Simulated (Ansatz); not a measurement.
Geometry optimisation, Ansatz 0.2.0, RHF/def2-SVP.

input.yaml

```yaml
crystal:
  periodic: [false, false, false]
  atoms:
    - { symbol: B, position_ang: [-0.05711, 0.497954, -0.470239] }
    - { symbol: "N", position_ang: [-0.00902, 0.039332, 2.230373] }
    - { symbol: H, position_ang: [-0.745789, -0.463353, 2.691864] }
    - { symbol: H, position_ang: [0.850248, -0.145512, 2.716381] }
    - { symbol: F, position_ang: [1.134047, 0.067254, -0.746018] }
    - { symbol: H, position_ang: [-1.033025, -0.160301, -0.617517] }
    - { symbol: Br, position_ang: [-0.261459, 2.454535, -0.06227] }
    - { symbol: H, position_ang: [-0.208491, 1.043591, 2.308827] }
basis:
  gaussian: { orbitals: def2-SVP }
hamiltonian:
  xc: hf
relax:
  f_tol: 0.03
  max_steps: 50
```

Command:

```bash
$ ansatz run input.yaml --threads 1 --pin off --max-ram 2048MiB --backend cpu --events-out ev --progress --plain --runs-dir out
```

**Question.** Where does it end, and by what steps?

**Answer.** It converged. After 17 steps the energy has fallen by 0.834 eV; H3 moved furthest, 0.90 Å. Joined: B1–N2 (2.74 → 1.64 Å).

```tsv
step	energy less start (eV)	largest force component (eV/Å)	accepted
0	0.0000	1.060	yes
1	-0.0814	1.220	yes
2	-0.1261	1.371	yes
3	-0.2668	1.318	yes
4	-0.4252	1.306	yes
5	-0.6785	0.700	yes
6	-0.4835	3.465	no
7	-0.7413	0.298	yes
8	-0.7508	0.260	yes
9	-0.7685	0.203	yes
10	-0.7566	1.186	no
11	-0.7863	0.127	yes
12	-0.8007	0.343	yes
13	-0.8264	0.067	yes
14	-0.8229	0.297	no
15	-0.8305	0.043	yes
16	-0.8314	0.191	yes
17	-0.8338	0.016	yes
```

```xyz
8
Properties=species:S:1:pos:R:3
B -0.116 0.407 0.196
N -0.042 0.221 1.826
H -0.160 -0.751 2.073
H 0.857 0.533 2.163
F 0.912 -0.348 -0.276
H -1.222 0.088 -0.155
Br 0.196 2.418 -0.060
H -0.756 0.765 2.285
```

Whether the end is a true minimum wasn't checked by a vibrational analysis.

Time of the run: 45 s on 1 thread of Arm Neoverse V1, with other jobs on the host, peak memory 0.19 GiB.
